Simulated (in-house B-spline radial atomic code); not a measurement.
# RPA and G0W0 on BLYP: the nickel ion Ni⁵⁺

Configuration [Ar] 3d5, highest spin, mean-field start BLYP. Computed with an all-electron radial atomic-structure program (B-spline basis): all electrons, non-relativistic, point nucleus, each spin shell either full or empty, empty states to l = 9 with an (l + 1/2)⁻⁴ tail; G0W0 by contour deformation at full frequency.

Command:
```bash
python run_gw.py task.json out
```
Settings (radii: box in bohr, nucleus in fm):
```
Z                        28
electrons                23
configuration            [Ar] 3d5
hamiltonian              nr
method                   b88,lyp
lmax                     9
spin_polarised           True
box_radius               10.43
intervals                49
```

Cost of the run: 0.9 s on 1 thread of Intel(R) Xeon(R) 6975P-C (Granite Rapids) (shared host).

Energies (hartree):

```json
{"term": "mean-field total", "value": "-1501.19959"}
{"term": "Hartree-Fock functional on these orbitals", "value": "-1500.12128"}
{"term": "direct second order", "value": "-1.7831"}
{"term": "second-order exchange", "value": "0.58281"}
{"term": "SOSEX correction", "value": "0.5399"}
```

(1) What is the RPA correlation energy, and what remains with SOSEX?

Quasi-particle levels (eV):

| level | occupied | mean field | Σx - vxc | Σc | QP weight | G0W0 |
| --- | --- | --- | --- | --- | --- | --- |
| 3d up | yes | -95.20 | -14.79 | ? | ? | ? |
| 3p down | yes | -152.09 | -13.49 | 0.81 | 0.946 | -164.77 |
| 3d down | no | -88.39 | 16.79 | -5.78 | 0.955 | -77.38 |

G0W0 = mean field + (Σx - vxc) + Σc, with Σc (partial-wave tail included) taken at the quasi-particle energy. Only the outer levels were computed. Levels of low weight are left out.

(2) Where does G0W0 put 3d up?

Answers

(1) RPA gives -1.5821 hartree (-1.87 eV per electron); RPA + SOSEX gives -1.0422, and the second-order doubles -1.2003 hartree (no singles). SOSEX takes back 34 % of the RPA value.

(2) At -108.25 eV, with Σc = 1.75 eV and a quasi-particle weight of 0.952. The tabulated removal energy is 108 ± 1 eV (NIST, semi-empirical); the calculation leaves out relativity, Breit and QED terms, and what these don't explain is the method's own error.
